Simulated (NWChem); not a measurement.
System: AuNH$_{3}$F; SMILES [NH3]->[Au][F]

```xyz
6

Au     0.0000     0.0000     0.0447
F      0.0000     0.0000     1.9689
N      0.0000     0.0000    -2.0146
H     -0.0667     0.9463    -2.3942
H     -0.7861    -0.5309    -2.3942
H      0.8528    -0.4154    -2.3942
```
Atoms are numbered in this order, from 1.

Program: NWChem. The geometry was optimised at PBE0/def2-SVP. def2 effective core potentials on Au; no spin-orbit coupling. Vertical excitations in the gas phase.

**Question.** Estimate the computed values for BHandHLYP/def2-SVP, full TDDFT. Quantities: lowest excitation, singlet (eV); orbital gap (eV).

**Answer.** 
- lowest excitation, singlet (eV): 5.84
- orbital gap (eV): 8.53
